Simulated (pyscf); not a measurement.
Structures and frequencies: ωB97X-D3(BJ)/def2-SVP in PySCF. Singlets are restricted, triplets unrestricted.

Singlet (Å):
```xyz
11

C      1.1071    -0.1777     1.2473
C      0.3189     0.8954     0.4929
C     -0.4559     0.3128    -0.6995
Ga    -1.8641    -1.0246    -0.0825
H      1.8281    -0.6780     0.5796
H      1.6692     0.2405     2.0974
H      0.4406    -0.9623     1.6513
H     -0.3816     1.3861     1.1952
H      1.0132     1.6931     0.1712
H      0.2447    -0.1678    -1.4107
H     -0.9651     1.1150    -1.2689
```

Triplet (Å):
```xyz
11

C      1.0092    -0.1891     1.3429
C      0.1516     0.8524     0.6282
C     -0.2216     0.4436    -0.7836
Ga    -1.3035    -1.3528    -0.7855
H      0.4484    -1.1345     1.4624
H      1.9273    -0.4101     0.7738
H      1.3050     0.1466     2.3487
H     -0.7628     1.0499     1.2111
H      0.7049     1.8104     0.5756
H      0.6432     0.2502    -1.4348
H     -0.9281     1.1240    -1.2851
```

For these two minima of H₃C–CH₂–CH₂–Ga, which spin state lies lower at ωB97X-D3(BJ)/def2-TZVP, and by how much (electronic energies)?

The singlet, by 48.6 kcal/mol. Zero-point energy shifts E(triplet) − E(singlet) by +0.2 kcal/mol. The 7 functionals that were run give +40.6 (r²SCAN) to +48.6 kcal/mol (ωB97X-D3(BJ)). Other isomers of H₃C–CH₂–CH₂–Ga [singlet] were not searched in full and may lie lower. 

E(triplet) − E(singlet) by level (kcal/mol):

| level | gap |
|---|---|
| ωB97X-D3(BJ)/def2-TZVP | +48.6 |
| PBE/def2-TZVP | +43.4 |
| r²SCAN/def2-TZVP | +40.6 |
| B3LYP-D3(BJ)/def2-TZVP | +46.0 |
| PBE0-D3(BJ)/def2-TZVP | +42.7 |
| M06-2X/def2-TZVP | +43.6 |
| ωB97M-D3(BJ)/def2-TZVP | +48.5 |
| HF/def2-TZVP | +30.8 |

The triplet is the lowest one reached from the SCF start used. Elements up to Kr have no core potential and no relativistic terms here.
